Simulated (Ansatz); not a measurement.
Si8Ge8H26, an alloyed nanocrystal cut from the lattice of germanium (8 Si, random). Charge 0, multiplicity 1. Geometry r2SCAN-D4/def2-SVP; atoms count from 1.

```xyz
42

Ge   -0.595   -1.727   -4.148
Ge    1.483    0.519   -1.663
Ge    0.036    1.315    1.871
Ge   -0.078   -1.582    4.518
Ge    1.649   -1.135   -3.436
Ge   -1.730    0.279   -4.915
Ge   -1.812   -2.633   -2.251
Ge   -1.242    0.388    3.716
Si   -1.840    1.871   -3.135
Si   -1.917   -0.983   -0.526
Si    3.308   -0.070    3.339
Si    0.341    2.454   -2.478
Si    2.232    1.890    2.613
Si   -3.023    0.931   -1.330
Si    0.234   -0.355    0.176
Si    2.131   -0.959    5.170
H    -0.534   -2.771   -5.285
H    -2.559    3.099   -3.613
H     2.896    0.918   -1.181
H    -0.681    2.548    1.280
H    -2.672   -1.532    0.650
H     4.724    0.227    3.730
H     3.331   -1.073    2.227
H    -0.017   -2.626    3.388
H    -0.836   -2.214    5.701
H     2.451   -0.559   -4.620
H     2.391   -2.384   -2.921
H     1.085    3.021   -3.648
H     0.290    3.500   -1.406
H     2.995    2.532    1.495
H     2.165    2.860    3.753
H    -0.973    0.882   -6.115
H    -3.153   -0.082   -5.387
H    -3.235   -3.036   -2.689
H    -1.101   -3.896   -1.728
H    -4.401    0.555   -1.782
H    -3.155    1.942   -0.231
H     0.944   -1.544    0.758
H    -2.674    0.045    3.261
H    -1.338    1.416    4.861
H     2.858   -2.129    5.757
H     2.022    0.100    6.224
```

Single mean-field runs in def2-TZVP are fitted with def2-universal-jkfit. Another isomer (singlet) lies 0.11 eV lower at PBE0-D4/def2-TZVP; other spin states weren't run for this one.

Q: Estimate the Mulliken populations of the heavy atoms from the PBE0/def2-TZVP orbitals of Ansatz.

A: 
```
atom  charge (e)
 Ge1       -0.13
 Ge2       -0.06
 Ge3       -0.09
 Ge4       -0.06
 Ge5        0.02
 Ge6        0.00
 Ge7        0.01
 Ge8       -0.01
 Si9       -0.02
Si10       -0.02
Si11        0.01
Si12       -0.01
Si13        0.00
Si14        0.00
Si15       -0.06
Si16       -0.01
```
Mulliken values depend strongly on the basis.

Q: And the Mayer bond orders between heavy atoms (over 0.3)?

A: Ge1–Ge5 0.86 (2.43 Å); Ge1–Ge6 0.88 (2.43 Å); Ge1–Ge7 0.88 (2.43 Å); Ge2–Ge5 0.87 (2.43 Å); Ge2–Si12 0.94 (2.39 Å); Ge2–Si15 0.90 (2.39 Å); Ge3–Ge8 0.87 (2.43 Å); Ge3–Si13 0.94 (2.39 Å); Ge3–Si15 0.91 (2.39 Å); Ge4–Ge8 0.88 (2.42 Å); Ge4–Si16 0.93 (2.39 Å); Ge6–Si9 0.92 (2.39 Å); Ge7–Si10 0.91 (2.39 Å); Si9–Si12 0.94 (2.35 Å); Si9–Si14 0.94 (2.35 Å); Si10–Si14 0.94 (2.35 Å); Si10–Si15 0.91 (2.35 Å); Si11–Si13 0.95 (2.35 Å); Si11–Si16 0.95 (2.35 Å).
